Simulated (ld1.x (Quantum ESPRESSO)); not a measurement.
**indium (In): excitation energies, all-electron against TM**

ld1.x (Quantum ESPRESSO) 7.5 input, shortened:

```
&input
   title='In', zed=49., rel=2, dft='PBESOL', iswitch=3,
   config='[Kr] 4d10 5s1 5p2', rel_dist='average'
 /
 &inputp
   pseudotype=2, tm=.true., lloc=-2, rcloc=2.05,
   nlcc=.false.
 /
2
5S  1  0   1.00   0.00  2.05  2.05  0.0
5P  2  1   2.00   0.00  3.05  3.05  0.0
 &test
   configts(1)='5s1 5p2'
 /
```

Open shells are filled in proportion to 2j + 1 (rel_dist='average').

Energies are relative to the spin-unpolarised reference configuration 5s1 5p2; without spin polarisation the order of configurations can differ from experiment.

```
valence configuration  charge  ΔE all-electron (eV)  error AE − PS (meV)
              5s2 5p1       0                -5.865                  +20
              5s2 5p0      +1                -0.493                  +25
              5s1 5p0      +2                18.785                 +7.8
              5s0 5p3       0                 6.122                  +25
            5s2 5p1.3    -0.3                -6.398                  +18
```

Task: What are ΔE and the potential's error for 5s2 5p0.5?

Result: ΔE = -3.919 eV all-electron; the error (AE − PS) is +22 meV.

Task: What are ΔE and the potential's error for 5s1 5p1?

Result: ΔE = 6.147 eV all-electron; the error (AE − PS) is -6.7 meV.

Levels in the configuration 5s2 5p0:

```csv
level,all-electron (eV),pseudo (eV)
5s j=1/2,-14.982,-15.042
```

ld1.x printed “convergence not achieved” for 6 of the counted tests; their residual had stalled under 1e-8, short of the target of 1e-14.
